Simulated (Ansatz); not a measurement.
The cluster Ga3N3⁻. Total charge -1; doublet. Geometry PBE-D4/def2-SVPD.

```xyz
6

Ga   -0.663   -0.096    0.486
Ga   -1.399    2.224    3.121
Ga   -0.456   -1.956   -1.316
N     2.264   -0.406   -2.285
N     1.303   -0.798   -1.806
N    -1.049    1.031    1.800
```

LC-ωPBE has ω = 0.4 bohr⁻¹. At PBE-D4/def2-TZVPD, revPBE-D4/def2-TZVPD the highest occupied level of the charge -1 doublet lies above zero (up to 0.18 eV). It is a level of α spin, whose loss leaves a singlet; that state wasn't run at this geometry and level. The electron is either unbound and held by the finite basis, or the level is raised by self-interaction error. The structure comes from a short search, and lower isomers may exist.

Question: Estimate the α-spin orbital energies around the gap (eV) in Ansatz with PBE-D4/def2-TZVPD, revPBE-D4/def2-TZVPD, r2SCAN-D4/def2-TZVPD, PBE0-D4/def2-TZVPD, LC-ωPBE/def2-TZVPD.

Answer: 
| orbital | PBE-D4/def2-TZVPD | revPBE-D4/def2-TZVPD | r2SCAN-D4/def2-TZVPD | PBE0-D4/def2-TZVPD | LC-ωPBE/def2-TZVPD |
| --- | --- | --- | --- | --- | --- |
| HOMO−5 | -4.19 | -4.12 | -4.53 | -5.39 | -8.18 |
| HOMO−4 | -2.24 | -2.16 | -2.43 | -3.06 | -5.39 |
| HOMO−3 | -1.57 | -1.49 | -1.81 | -2.59 | -5.12 |
| HOMO−2 | -1.51 | -1.43 | -1.73 | -2.50 | -4.99 |
| HOMO−1 | -0.93 | -0.86 | -1.11 | -1.70 | -3.83 |
| HOMO | 0.13 | 0.18 | -0.14 | -0.59 | -2.54 |
| LUMO | 1.38 | 1.45 | 1.45 | 2.28 | 3.98 |
| LUMO+1 | 1.68 | 1.74 | 1.64 | 2.29 | 4.01 |
| LUMO+2 | 1.77 | 1.86 | 1.89 | 2.42 | 4.24 |
| LUMO+3 | 2.31 | 2.38 | 2.44 | 2.92 | 4.48 |
| LUMO+4 | 2.41 | 2.45 | 2.74 | 2.98 | 4.63 |
| LUMO+5 | 2.57 | 2.64 | 2.92 | 3.23 | 4.72 |
| β HOMO | -0.85 | -0.78 | -1.04 | -1.61 | -3.74 |
| β LUMO | 0.80 | 0.91 | 0.99 | 1.58 | 3.57 |
